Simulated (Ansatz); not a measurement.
`C=C[SiH2][AsH2]` and `C=C[SiH2]N[SiH3]` differ in one atom or group.

Ansatz, PBE0-D4/def2-TZVP geometries, multiplicity 1. Each molecule was computed in one conformer, which needn't be the lowest.

Scalar relativity is left out up to krypton.

```json
{"property": "HOMO energy (B3LYP/def2-TZVPP) / eV", "`C=C[SiH2][AsH2]`": "-6.98"}
{"property": "HOMO–LUMO gap (PBE/def2-TZVPP) / eV", "`C=C[SiH2][AsH2]`": "4.54"}
{"property": "HOMO energy (PBE/def2-TZVPP) / eV", "`C=C[SiH2][AsH2]`": "-6.17"}
{"property": "size of the dipole moment (B3LYP/def2-TZVPP) / D", "`C=C[SiH2][AsH2]`": "1.09"}
{"property": "LUMO energy (PBE0/def2-TZVPP) / eV", "`C=C[SiH2][AsH2]`": "-0.67"}
{"property": "LUMO energy (B3LYP/def2-TZVPP) / eV", "`C=C[SiH2][AsH2]`": "-0.87"}
```

(1) Give the same properties after the change, and the shifts. (Best estimate.)

Results:

(1) Ansatz gave: 
```json
{"property": "HOMO energy (B3LYP/def2-TZVPP) / eV", "`C=C[SiH2]N[SiH3]`": "-7.20", "shift": "-0.22"}
{"property": "HOMO–LUMO gap (PBE/def2-TZVPP) / eV", "`C=C[SiH2]N[SiH3]`": "4.48", "shift": "-0.06"}
{"property": "HOMO energy (PBE/def2-TZVPP) / eV", "`C=C[SiH2]N[SiH3]`": "-6.11", "shift": "0.06"}
{"property": "size of the dipole moment (B3LYP/def2-TZVPP) / D", "`C=C[SiH2]N[SiH3]`": "1.35", "shift": "0.26"}
{"property": "LUMO energy (PBE0/def2-TZVPP) / eV", "`C=C[SiH2]N[SiH3]`": "-0.64", "shift": "0.03"}
{"property": "LUMO energy (B3LYP/def2-TZVPP) / eV", "`C=C[SiH2]N[SiH3]`": "-0.84", "shift": "0.03"}
```

Dipoles are sizes alone; their direction can turn.

B3LYP here is the variant with VWN-RPA as its local correlation; programs differ in this.
